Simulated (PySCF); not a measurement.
Gas-phase reaction: 5 GeCl₄ + Ge₂H₆ ⇌ 6 GeHCl₃ + GeCl₂

Energies from PySCF, thermal terms from the rigid-rotor harmonic-oscillator model, ideal gas at 1 bar. † marks an energy on the PBE0/def2-TZVP geometry and frequencies. All species are closed-shell singlets. Ge: all electrons, no relativistic terms. The harmonic model lacks anharmonicity and excited electronic states, which grow with temperature; levels with a mode under 35 cm⁻¹ are left out. Internal rotation in Ge₂H₆ is treated as a harmonic vibration of one conformer, which makes the entropy rough.

```
level               ΔE electronic, kJ  ΔH°(298 K), kJ  ΔS°(298 K), J/K  ΔG°(1000 K), kJ
------------------  -----------------  --------------  ---------------  ---------------
BLYP/def2-TZVP†                   -43             -44              228             -262
M06-2X/def2-TZVP†                  17              17              228             -201
PBE0/def2-QZVP†                    17              16              228             -201
r2SCAN/def2-TZVP†                  35              34              228             -184
LDA/def2-TZVP†                     55              54              228             -163
ωB97X-V/def2-TZVP†                 38              37              228             -181
```
ΔH° is lowest at BLYP/def2-TZVP† and highest at LDA/def2-TZVP†. No reference value is set beside these.
